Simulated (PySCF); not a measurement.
`F[C@@H]1C[C@H]2C[C@H](C2)S1`, C6H9FS

Molfile (atoms numbered from 1):
```
C6H9FS
     RDKit          3D

 17 18  0  0  0  0  0  0  0  0999 V2000
    2.1418    1.2374   -0.8933 F   0  0  0  0  0  0  0  0  0  0  0  0
    1.8138    0.4739    0.2131 C   0  0  2  0  0  0  0  0  0  0  0  0
    1.0795   -0.7747   -0.2632 C   0  0  0  0  0  0  0  0  0  0  0  0
   -0.4311   -0.5926   -0.4238 C   0  0  1  0  0  0  0  0  0  0  0  0
   -1.1155   -0.3984    0.9475 C   0  0  0  0  0  0  0  0  0  0  0  0
   -0.7964    1.0981    0.7952 C   0  0  2  0  0  0  0  0  0  0  0  0
   -0.8079    0.8787   -0.7308 C   0  0  0  0  0  0  0  0  0  0  0  0
    0.8838    1.4649    1.4088 S   0  0  0  0  0  0  0  0  0  0  0  0
    2.7615    0.2137    0.7105 H   0  0  0  0  0  0  0  0  0  0  0  0
    1.2779   -1.6003    0.4391 H   0  0  0  0  0  0  0  0  0  0  0  0
    1.5460   -1.0493   -1.2227 H   0  0  0  0  0  0  0  0  0  0  0  0
   -0.8404   -1.3721   -1.0835 H   0  0  0  0  0  0  0  0  0  0  0  0
   -2.1991   -0.5854    0.8875 H   0  0  0  0  0  0  0  0  0  0  0  0
   -0.6982   -0.9218    1.8215 H   0  0  0  0  0  0  0  0  0  0  0  0
   -1.4629    1.8487    1.2439 H   0  0  0  0  0  0  0  0  0  0  0  0
   -0.1308    1.4825   -1.3490 H   0  0  0  0  0  0  0  0  0  0  0  0
   -1.8339    0.9517   -1.1222 H   0  0  0  0  0  0  0  0  0  0  0  0
  1  2  1  0
  2  3  1  0
  3  4  1  0
  4  5  1  0
  5  6  1  0
  6  7  1  0
  6  8  1  0
  8  2  1  0
  7  4  1  0
  2  9  1  1
  3 10  1  0
  3 11  1  0
  4 12  1  6
  5 13  1  0
  5 14  1  0
  6 15  1  6
  7 16  1  0
  7 17  1  0
M  END
```

Level of theory: PySCF 2.14.0, TDDFT LC-wPBE/def2-SVPD circular dichroism and optical rotation, one conformer, gas phase. Geometry: PBE0-D3(BJ)/def2-SVP.

Stereocentres: C2 S, C4 R, C6 R.

Task: What is the specific rotation at 633, 589.3, 546, 436, 405, 365, 355 nm?

Result: [α] in deg dm⁻¹ (g/mL)⁻¹:
| λ (nm) | origin-invariant length gauge | modified velocity gauge | length gauge (centre of mass) | isotropic polarisability (au) |
| --- | --- | --- | --- | --- |
| 633 | +129.5 | +136.0 | +130.1 | 83.9 |
| 589.3 | +152.0 | +159.6 | +152.6 | 84.1 |
| 546 | +180.8 | +189.9 | +181.6 | 84.4 |
| 436 | +309.7 | +325.7 | +310.9 | 85.7 |
| 405 | +373.9 | +393.4 | +375.4 | 86.3 |
| 365 | +495.0 | +521.5 | +496.9 | 87.3 |
| 355 | +535.6 | +564.4 | +537.5 | 87.7 |

Task: And for the mirror image at 589.3 nm?

Result: -152.0 deg dm⁻¹ (g/mL)⁻¹ (origin-invariant length gauge): the same size and the opposite sign.

Task: What is the molar rotation [Φ] = [α]·M/100 of the geometry above at 589.3 nm?

Result: With M = 132.20 g/mol, +200.9 deg cm² dmol⁻¹ (origin-invariant length gauge).

The first excitation lies at 5.78 eV (215 nm) with R = +6.9 × 10⁻⁴⁰ esu² cm² (velocity form).
